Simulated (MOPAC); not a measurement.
A run for MOPAC: PM7 on N-methylmethanimine (SMILES C=NC), a point of a bond scan (R = 0.983 Å).

```
PM7 1SCF PRECISE CHARGE=0 THREADS=1
C2H5N

C      1.09069108 1    -0.37559261 1    -0.00393688 1
N     -0.03957995 1     0.49981348 1     0.22469474 1
C     -1.18031655 1     0.10627319 1    -0.13438406 1
H      1.74886334 1     0.09310648 1    -0.56357033 1
H      1.57679907 1    -0.58337547 1     0.95167335 1
H      0.82081943 1    -1.32611686 1    -0.48490084 1
H     -1.36081453 1    -0.86665491 1    -0.61180338 1
H     -2.04398507 1     0.74818524 1     0.02784514 1
```

Output:

```
*******************************************************************************
 **                                                                           **
 **                              MOPAC v23.2.5                                **
 **                                                                           **
 *******************************************************************************
 ** MOPAC's Digital Object Identifier: https://doi.org/10.5281/zenodo.6511958 **
 **                                                                           **
 ** Please cite the open-source release paper for use of this MOPAC version:  **
 ** J. E. Moussa and J. J. P. Stewart (2026)                                  **
 ** MOPAC: An open-source semiempirical molecular orbital program             **
 ** J. Open Source Softw., 11(119), 8025, https://doi.org/10.21105/joss.08025 **
 *******************************************************************************

                              PM7 CALCULATION RESULTS

 *******************************************************************************
 *  PM7        - The PM7 Hamiltonian to be used
 *
 *
 *
 *                 CHARGE ON SYSTEM = 0
 *
 *
 *
 *  PRECISE    - TIGHTER CRITERIA TO BE USED
 *  1SCF       - DO 1 SCF AND THEN STOP
 *  THREADS=1  - MULTI-THREADING NOT USED
 *  T=         - A TIME OF 172800.0 SECONDS REQUESTED
 *  DUMP=N     - RESTART FILE WRITTEN EVERY 7200.0 SECONDS REQUESTED
 *******************************************************************************
PM7 1SCF PRECISE CHARGE=0 THREADS=1
 C2H5N

   ATOM   CHEMICAL          X               Y               Z
  NUMBER   SYMBOL      (ANGSTROMS)     (ANGSTROMS)     (ANGSTROMS)

     1       C          1.09069108  *  -0.37559261  *  -0.00393688  *
     2       N         -0.03957995  *   0.49981348  *   0.22469474  *
     3       C         -1.18031655  *   0.10627319  *  -0.13438406  *
     4       H          1.74886334  *   0.09310648  *  -0.56357033  *
     5       H          1.57679907  *  -0.58337547  *   0.95167335  *
     6       H          0.82081943  *  -1.32611686  *  -0.48490084  *
     7       H         -1.36081453  *  -0.86665491  *  -0.61180338  *
     8       H         -2.04398507  *   0.74818524  *   0.02784514  *



          CARTESIAN COORDINATES

    NO.       ATOM           X           Y           Z

     1         C          1.0907     -0.3756     -0.0039
     2         N         -0.0396      0.4998      0.2247
     3         C         -1.1803      0.1063     -0.1344
     4         H          1.7489      0.0931     -0.5636
     5         H          1.5768     -0.5834      0.9517
     6         H          0.8208     -1.3261     -0.4849
     7         H         -1.3608     -0.8667     -0.6118
     8         H         -2.0440      0.7482      0.0278

 General Reference for PM7:
 "Optimization of Parameters for Semiempirical Methods VI: More Modifications to the
 NDDO Approximations and Re-optimization of Parameters", J. J. P. Stewart, J. Mol. Mod., 1:32, 19 (2013)
 https://link.springer.com/article/10.1007/s00894-012-1667-x

           Empirical Formula: C2 H5 N  =     8 atoms



      MOLECULAR POINT GROUP   :   Cs


      RHF CALCULATION, NO. OF DOUBLY OCCUPIED LEVELS = 9


 -------------------------------------------------------------------------------
 PM7 1SCF PRECISE CHARGE=0 THREADS=1
 C2H5N



     1SCF WAS SPECIFIED, SO BFGS WAS NOT USED
     SCF FIELD WAS ACHIEVED


                              PM7 CALCULATION
                                                       MOPAC v23.2.5 Linux




          FINAL HEAT OF FORMATION =         22.46913 KCAL/MOL =      94.01083 KJ/MOL


          COSMO AREA              =         86.74 SQUARE ANGSTROMS
          COSMO VOLUME            =         68.72 CUBIC ANGSTROMS

          IONIZATION POTENTIAL    =         10.157602 EV
          HOMO LUMO ENERGIES (EV) =        -10.158  0.913
          NO. OF FILLED LEVELS    =          9
          MOLECULAR WEIGHT        =         43.0682         POINT GROUP:  Cs

          MOLECULAR DIMENSIONS (Angstroms)

            Atom       Atom       Distance
            H     8    H     5     3.96694
            H     4    H     7     2.05080
            H     5    H     6     1.50280


          SCF CALCULATIONS        =          1





   ATOM   CHEMICAL          X               Y               Z
  NUMBER   SYMBOL      (ANGSTROMS)     (ANGSTROMS)     (ANGSTROMS)

     1       C          1.09069108  *  -0.37559261  *  -0.00393688  *
     2       N         -0.03957995  *   0.49981348  *   0.22469474  *
     3       C         -1.18031655  *   0.10627319  *  -0.13438406  *
     4       H          1.74886334  *   0.09310648  *  -0.56357033  *
     5       H          1.57679907  *  -0.58337547  *   0.95167335  *
     6       H          0.82081943  *  -1.32611686  *  -0.48490084  *
     7       H         -1.36081453  *  -0.86665491  *  -0.61180338  *
     8       H         -2.04398507  *   0.74818524  *   0.02784514  *

                             CARTESIAN COORDINATES

   1    C        1.090691080    -0.375592610    -0.003936880
   2    N       -0.039579950     0.499813480     0.224694740
   3    C       -1.180316550     0.106273190    -0.134384060
   4    H        1.748863340     0.093106480    -0.563570330
   5    H        1.576799070    -0.583375470     0.951673350
   6    H        0.820819430    -1.326116860    -0.484900840
   7    H       -1.360814530    -0.866654910    -0.611803380
   8    H       -2.043985070     0.748185240     0.027845140


           Empirical Formula: C2 H5 N  =     8 atoms



      MOLECULAR POINT GROUP   :   Cs


                  EIGENVALUES
 -35.58186 -25.64678 -21.32434 -16.74442 -15.86575 -15.43988 -13.26346 -11.53566
 -10.15760   0.91311   3.41004   5.00971   5.27815   5.47959   5.57626   6.17160
   6.91799


              NET ATOMIC CHARGES AND DIPOLE CONTRIBUTIONS

  ATOM NO.   TYPE          CHARGE      No. of ELECS.   s-Pop       p-Pop
    1          C          -0.307628        4.3076     1.04302     3.26461
    2          N          -0.307908        5.3079     1.73651     3.57139
    3          C          -0.116024        4.1160     1.10746     3.00857
    4          H           0.148649        0.8514     0.85135
    5          H           0.166120        0.8339     0.83388
    6          H           0.129732        0.8703     0.87027
    7          H           0.123011        0.8770     0.87699
    8          H           0.164049        0.8360     0.83595
 DIPOLE           X         Y         Z       TOTAL
 POINT-CHG.    -0.292    -1.391    -0.536     1.519
 HYBRID        -0.022    -0.649    -0.342     0.734
 SUM           -0.314    -2.040    -0.879     2.243


          ATOMIC ORBITAL ELECTRON POPULATIONS

     Atom    s        px        py        pz
    1  C   1.04302   1.02595   1.06773   1.17093
    2  N   1.73651   1.07234   1.35181   1.14724
    3  C   1.10746   0.98062   1.06669   0.96126
    4  H   0.85135
    5  H   0.83388
    6  H   0.87027
    7  H   0.87699
    8  H   0.83595

 **********************
 *                    *
 * JOB ENDED NORMALLY *
 *                    *
 **********************




 == MOPAC DONE ==
```

The run finished.

Cost: around 0.020 core-seconds (rough).
